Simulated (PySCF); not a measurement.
How methods differ on the ionisation energy of La⁺

La⁺ [Xe] 5d2 (3F) → La²⁺ [Xe] 5d1 (2D), as a difference of total energies. Computed with PySCF 2.14 in x2c-TZVPPall with one added diffuse shell each of s, p, d type (12s8p8d3f1g, 106 functions), with the spin-free X2C one-electron Hamiltonian (Gaussian nucleus). Correlated levels: valence: [Kr] 4d10 frozen; valence and next inner shell: [Ar] 3d10 frozen. The calculations carry no spin-orbit coupling.

```csv
method,ionisation energy (eV)
UHF,10.424
LDA,11.444
PBE0,11.331
r2SCAN,11.366
wB97M-V,11.014
revPBE,11.384
HSE06,11.335
MP2 (valence),10.896
MP2 (valence and next inner shell),10.838
SCS-MP2 (valence and next inner shell),10.751
```

Problem. Estimate what SCS-MP2 (valence) gives.

Solution. 10.798 eV, closest to MP2 (valence and next inner shell) among the rows shown.

Problem. Estimate what PBE gives.

Solution. 11.417 eV, closest to LDA among the rows shown.

A first-order spin-orbit estimate (lowest level to lowest level, LS coupling) adds 0.010 eV.

Errors of the correlated levels include the incompleteness of this basis and the frozen core.

For comparison: 11.185 eV (measured; NIST Atomic Spectra Database, ionization energies).
